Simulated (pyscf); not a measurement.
A first-order saddle from PySCF, ωB97X-D3(BJ)/def2-SVP:

```
C
C 1 1.2559
H 1 1.0820 2 159.70
H 2 1.0846 1 147.95 3 -2.98
Ge 2 2.1174 4 128.75 1 -174.00
H 5 1.5900 2 96.72 4 94.69
H 5 1.6172 6 96.43 2 -83.66
```

Surface: singlet, charge 0. Lowest wavenumbers (cm⁻¹): 729i, 298, 448, 535, 666.

### Question
What reaction is this the transition state of?

### Answer
C₂H₄Ge (SMILES [CH]1=[CH][GeH2]1) ⇌ H₂C=CH–GeH: (SMILES C=[CH][GeH]) [singlet], a rearrangement read from left to right: Ge–H, C–Ge broken and C–H formed. At CCSD(T)/def2-TZVPP + ΔMP2(QZVPP) it lies +90.2 kJ/mol from the left side and +151.2 kJ/mol from the right (each side as separated species at their lowest minima found). This is the saddle that the search found; another between the same sides may lie lower. The CCSD(T) − MP2 part came from Ansatz, without density fitting, on the same reference. The frozen core leaves the outer d or s,p core shells of the metals and heavy elements correlated in the MP2 and CC values, and def2-TZVPP describes them poorly, which can shift differences by a few kcal/mol. Elements up to Kr have no core potential and no relativistic terms here.
